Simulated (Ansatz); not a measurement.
C4H8Si, SMILES `[SiH3]C1=CCC1`. Total charge 0; spin multiplicity 1. The structure was optimised at the PBE0-D4/def2-TZVP level.

```xyz
13

Si   -0.895    1.007    1.652
C    -0.083    0.204    0.195
C     0.726    0.662   -0.774
C     0.867   -0.658   -1.479
C    -0.069   -1.211   -0.367
H    -2.375    0.878    1.567
H    -0.460    0.359    2.920
H    -0.532    2.448    1.691
H     1.138    1.645   -0.980
H     1.874   -1.084   -1.493
H     0.459   -0.701   -2.493
H    -1.034   -1.583   -0.720
H     0.382   -1.967    0.281
```

Q: What is the dipole moment at r2SCAN/def2-TZVPP? (Best estimate.)

A: Ansatz gave: 1.09 D, with components (0.46, -0.51, -0.85) D in this frame, pointing from negative to positive charge.

Q: And with PBE, B3LYP, ωB97M-V? (An estimate is asked.)

A: Computed: PBE 1.07 D, B3LYP 1.01 D, ωB97M-V 1.00 D.

Q: Give the Mulliken charges with r2SCAN, PBE, B3LYP in def2-TZVPP. (An estimate is asked.)

A: The calculation gave: 
```
atom  r2SCAN    PBE  B3LYP
 Si1    0.34   0.22   0.30
  C2   -0.16  -0.07  -0.11
  C3   -0.12  -0.17  -0.17
  C4   -0.01  -0.06  -0.09
  C5   -0.06  -0.11  -0.15
  H6   -0.08  -0.06  -0.07
  H7   -0.08  -0.06  -0.07
  H8   -0.08  -0.06  -0.07
  H9    0.09   0.10   0.12
 H10    0.04   0.07   0.07
 H11    0.04   0.07   0.07
 H12    0.04   0.07   0.08
 H13    0.04   0.07   0.08
```

B3LYP here is the variant with VWN-RPA as its local correlation; programs differ in this.
